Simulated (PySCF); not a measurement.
# Correlation energy of Sn³²⁺ (tin, charge +32)

[Ar], closed-shell 1S. All numbers are calculated (PySCF 2.14, the non-relativistic Hamiltonian (point nucleus), in an even-tempered Gaussian basis (16 s from 5 bohr⁻², ratio 2.5; 11 p from 6.5 bohr⁻², ratio 2.5; 5 d from 30 bohr⁻², ratio 2.7; 4 f from 45 bohr⁻², ratio 2.7)). Frozen: 1s2; 16 electrons correlated; the 17 highest virtual orbitals of each spin left out.

```
  level  correlation energy (mhartree)
   CCSD                        -624.58
    (T)                          -1.46
CCSD(T)                        -626.04
```

Diagnostics: T1 = 0.00041, D1 = 0.0009, largest double amplitude 0.017.

A non-relativistic calculation at this Z misses sizeable relativistic shifts.

Cost of the coupled-cluster step: of the order of 8 core-seconds, for 16 correlated electrons.

Iterations:

```
CC2 = 0
CCSD nocc = 8, nmo = 84
frozen orbitals [0, 85, 86, 87, 88, 89, 90, 91, 92, 93, 94, 95, 96, 97, 98, 99, 100, 101]
max_cycle = 100
direct = 0
conv_tol = 1e-08
conv_tol_normt = 1e-06
diis_space = 8
diis_start_cycle = 0
Init t2, MP2 energy = -5268.78866908463  E_corr(MP2) -0.614184733963451
Init E_corr(CCSD) = -0.614184733963457
cycle = 1  E_corr(CCSD) = -0.622670623690913  dE = -0.00848588973  norm(t1,t2) = 0.00521555
cycle = 2  E_corr(CCSD) = -0.624321231389234  dE = -0.0016506077  norm(t1,t2) = 0.000898767
cycle = 3  E_corr(CCSD) = -0.62458044324786  dE = -0.000259211859  norm(t1,t2) = 0.000159871
cycle = 4  E_corr(CCSD) = -0.624577500297956  dE = 2.9429499e-06  norm(t1,t2) = 4.99903e-06
cycle = 5  E_corr(CCSD) = -0.624576986699769  dE = 5.13598187e-07  norm(t1,t2) = 1.81081e-07
cycle = 6  E_corr(CCSD) = -0.624576988249302  dE = -1.5495325e-09  norm(t1,t2) = 1.77391e-08
CCSD converged
E(CCSD) = -5268.799061338917  E_corr = -0.6245769882493017
CCSD(T) correction = -0.00145601184856404
```

At this charge a non-relativistic calculation is a model, useful for the Z dependence of the correlation energy.
